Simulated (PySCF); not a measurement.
BiCl2, SMILES [Cl][Bi+][Cl] (connectivity only; charge and spin as stated), charge +1, multiplicity 1.

Coordinates come from a PBE-D3(BJ)/def2-TZVP optimisation. The spin state was assumed, not searched. The isomer is the one that the SMILES or the coordinates give; other isomers of the formula were not compared. The def2 effective core potentials stand for the cores of Bi; spin–orbit coupling is left out.

All values below come from PBE-D3(BJ)/def2-TZVP run with PySCF 2.14.0.

Frequencies are harmonic and unscaled.

Computed normal modes with their intensities:
| mode | ν (cm⁻¹) | IR (km/mol) | moving atoms (share of kinetic energy) |
|---|---|---|---|
| 1 | 115 | 0.9 | Cl 87 %, Bi 13 % |
| 2 | 366 | 43.3 | Cl 83 %, Bi 17 % |
| 3 | 379 | 11.2 | Cl 87 %, Bi 13 % |
